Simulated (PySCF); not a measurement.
CH6GeO2, SMILES [CH3][GeH]([OH])[OH] (B3LYP/def2-SVP optimised geometry):

```
10

Ge    -0.484    -1.126     0.000
C     -1.350    -1.980     1.507
O     -1.067     0.566     0.000
O     -1.055    -1.986    -1.463
H      1.067    -1.126     0.000
H     -2.439    -1.932     1.365
H     -1.045    -3.034     1.579
H     -1.088    -1.461     2.441
H     -0.649     1.126    -0.667
H     -0.562    -1.766    -2.263
```

Level of theory: B3LYP/def2-TZVP (PySCF).

**Question.** What are the frontier orbital energies and the dipole moment?

**Answer.** HOMO-2 -9.03 eV, HOMO-1 -8.32 eV, HOMO -8.26 eV, LUMO 0.08 eV, LUMO+1 0.82 eV; dipole moment 1.91 D.

Meta-Löwdin charges at B3LYP/def2-TZVP: Ge1 1.09, C2 -0.55, O3 -0.74, O4 -0.74, H5 -0.11, H6 0.14, H7 0.13, H8 0.13, H9 0.33, H10 0.33.
